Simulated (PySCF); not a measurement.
H₂BFOSe, singlet, at a GFN2-xTB geometry; WB97X/6-31G, TDA in PySCF.

Here is a job for PySCF.
```python
from pyscf import gto, scf, dft, tdscf

mol = gto.M(
    atom='''
B    -0.565840    0.642910   -0.398351
F    -1.706763    0.284144   -0.979033
O    -0.179256    1.912828   -0.355992
H    -0.742224    2.577593   -0.755698
Se    0.552837   -0.701873    0.399110
H     1.569898    0.211619    0.836933
''',
    basis='6-31g',
    charge=0,
    spin=0,
    verbose=4,
)

mf = dft.RKS(mol)
mf.xc = 'wb97x'
mf.kernel()
td = mf.TDA()
td.nstates = 5
td.kernel()
td.analyze()
```

Task: Predict the main parts of the log of this PySCF run.

Result: 
```
PySCF version 2.14.0

[INPUT] verbose = 4
[INPUT] num. atoms = 6
[INPUT] num. electrons = 58
[INPUT] charge = 0
[INPUT] spin (= nelec alpha-beta = 2S) = 0
[INPUT] symmetry False subgroup None
[INPUT] Mole.unit = angstrom
[INPUT] Symbol           X                Y                Z      unit          X                Y                Z       unit  Magmom
[INPUT]  1 B     -0.565840000000   0.642910000000  -0.398351000000 AA   -1.069282630324   1.214923822744  -0.752774291447 Bohr   0.0
[INPUT]  2 F     -1.706763000000   0.284144000000  -0.979033000000 AA   -3.225314629541   0.536954339938  -1.850104236911 Bohr   0.0
[INPUT]  3 O     -0.179256000000   1.912828000000  -0.355992000000 AA   -0.338744746185   3.614721043400  -0.672727382536 Bohr   0.0
[INPUT]  4 H     -0.742224000000   2.577593000000  -0.755698000000 AA   -1.402600083079   4.870944830596  -1.428062252882 Bohr   0.0
[INPUT]  5 Se     0.552837000000  -0.701873000000   0.399110000000 AA    1.044710521526  -1.326347744227   0.754208593575 Bohr   0.0
[INPUT]  6 H      1.569898000000   0.211619000000   0.836933000000 AA    2.966677263502   0.399901952754   1.581574154611 Bohr   0.0

nuclear repulsion = 234.558669290186
number of shells = 30
number of NR pGTOs = 164
number of NR cGTOs = 58
basis = 6-31g
ecp = {}

******** <class 'pyscf.dft.rks.RKS'> ********
method = RKS
initial guess = minao
damping factor = 0
level_shift factor = 0
DIIS = <class 'pyscf.scf.diis.CDIIS'>
diis_start_cycle = 1
diis_space = 8
diis_damp = 0
SCF conv_tol = 1e-09
SCF conv_tol_grad = None
SCF max_cycles = 50
direct_scf = True
direct_scf_tol = 1e-13
XC library pyscf.dft.libxc version 7.1.2
    S. Lehtola, C. Steigemann, M. J. T. Oliveira, and M. A. L. Marques,  SoftwareX 7, 1–5 (2018)
XC functionals = wb97x
    J.-D. Chai and M. Head-Gordon,  J. Chem. Phys. 128, 084106 (2008)
radial grids:
    Treutler-Ahlrichs [JCP 102, 346 (1995); DOI:10.1063/1.469408] (M4) radial grids

becke partition: Becke, JCP 88, 2547 (1988); DOI:10.1063/1.454033
pruning grids: <function nwchem_prune>
grids dens level: 3
symmetrized grids: False
atomic radii adjust function: <function treutler_atomic_radii_adjust>
small_rho_cutoff = 0
Set gradient conv threshold to 3.16228e-05
Initial guess from minao.
tot grids = 82432
init E= -2601.98038831864
  HOMO = -0.325253371434395  LUMO = 0.0470172443158231  gap/eV = 10.13000
cycle= 1 E= -2602.22033646143  delta_E= -0.24  |g|= 0.753  |ddm|= 2.39
  HOMO = -0.335555611796269  LUMO = 0.109094801888624  gap/eV = 12.09955
cycle= 2 E= -2602.25620477214  delta_E= -0.0359  |g|= 0.733  |ddm|= 1.04
  HOMO = -0.346253493075094  LUMO = 0.106279749617281  gap/eV = 12.31406
cycle= 3 E= -2602.34361769966  delta_E= -0.0874  |g|= 0.0427  |ddm|= 0.423
  HOMO = -0.352363478051252  LUMO = 0.116277351136622  gap/eV = 12.75237
cycle= 4 E= -2602.34413707511  delta_E= -0.000519  |g|= 0.0215  |ddm|= 0.0823
  HOMO = -0.349163677595412  LUMO = 0.116384704326576  gap/eV = 12.66822
cycle= 5 E= -2602.34422449435  delta_E= -8.74e-05  |g|= 0.00439  |ddm|= 0.0293
  HOMO = -0.348837873020431  LUMO = 0.11601364527181  gap/eV = 12.64925
cycle= 6 E= -2602.34422873861  delta_E= -4.24e-06  |g|= 0.00111  |ddm|= 0.00785
  HOMO = -0.34905181309614  LUMO = 0.116053115351747  gap/eV = 12.65615
cycle= 7 E= -2602.34422919309  delta_E= -4.54e-07  |g|= 0.000585  |ddm|= 0.00248
  HOMO = -0.3490607849576  LUMO = 0.116049641168469  gap/eV = 12.65630
cycle= 8 E= -2602.34422926148  delta_E= -6.84e-08  |g|= 0.000146  |ddm|= 0.0006
  HOMO = -0.34904649051575  LUMO = 0.116034170209061  gap/eV = 12.65549
cycle= 9 E= -2602.34422926875  delta_E= -7.27e-09  |g|= 2.16e-05  |ddm|= 0.000279
  HOMO = -0.349043027860029  LUMO = 0.116040704616198  gap/eV = 12.65557
cycle= 10 E= -2602.34422926906  delta_E= -3.08e-10  |g|= 5.1e-06  |ddm|= 6.11e-05
  HOMO = -0.349044229528773  LUMO = 0.116039004604524  gap/eV = 12.65556
Extra cycle  E= -2602.34422926907  delta_E= -1.77e-11  |g|= 2.44e-06  |ddm|= 1.45e-05
converged SCF energy = -2602.34422926907

******** <class 'pyscf.tdscf.rks.TDA'> for <class 'pyscf.dft.rks.RKS'> ********
nstates = 5 singlet
deg_eia_thresh = 1.000e-03
wfnsym = None
conv_tol = 1e-05
eigh lindep = 1e-12
eigh level_shift = 0
eigh max_cycle = 100

Excitation energies (eV)
[6.58965204 7.58179089 8.2565344  8.94939973 9.26917821]

** Singlet excitation energies and oscillator strengths **
Excited State   1:      6.58965 eV    188.15 nm  f=0.0001
      29 -> 31       -0.69843
Excited State   2:      7.58179 eV    163.53 nm  f=0.1462
      28 -> 31        0.14536
      29 -> 30        0.67380
Excited State   3:      8.25653 eV    150.16 nm  f=0.0059
      29 -> 32        0.58196
      29 -> 33        0.38166
Excited State   4:      8.94940 eV    138.54 nm  f=0.0280
      27 -> 30        0.12031
      28 -> 30        0.67255
Excited State   5:      9.26918 eV    133.76 nm  f=0.1123
      28 -> 31        0.62405
      28 -> 32        0.24648
      28 -> 33        0.13031

** Transition electric dipole moments (AU) **
state          X           Y           Z        Dip. S.      Osc.
  1        -0.0087      0.0021      0.0159      0.0003      0.0001
  2        -0.4470      0.6873     -0.3388      0.7869      0.1462
  3        -0.0820      0.0200      0.1488      0.0293      0.0059
  4        -0.1712      0.0418      0.3111      0.1278      0.0280
  5         0.6166      0.0798      0.3289      0.4947      0.1123

** Transition velocity dipole moments (imaginary part, AU) **
state          X           Y           Z        Dip. S.      Osc.
  1         0.0143     -0.0035     -0.0260      0.0009      0.0025
  2        -0.0138      0.0405     -0.0131      0.0020      0.0048
  3        -0.0370      0.0090      0.0670      0.0059      0.0131
  4        -0.0219      0.0054      0.0398      0.0021      0.0042
  5         0.1222      0.0912      0.0551      0.0263      0.0515

** Transition magnetic dipole moments (imaginary part, AU) **
state          X           Y           Z
  1         0.0676     -0.6281      0.1217
  2         0.0259     -0.0063     -0.0469
  3         0.0594      0.1664      0.0104
  4         0.5515      0.5525      0.2294
  5         0.4198     -0.1027     -0.7621
```
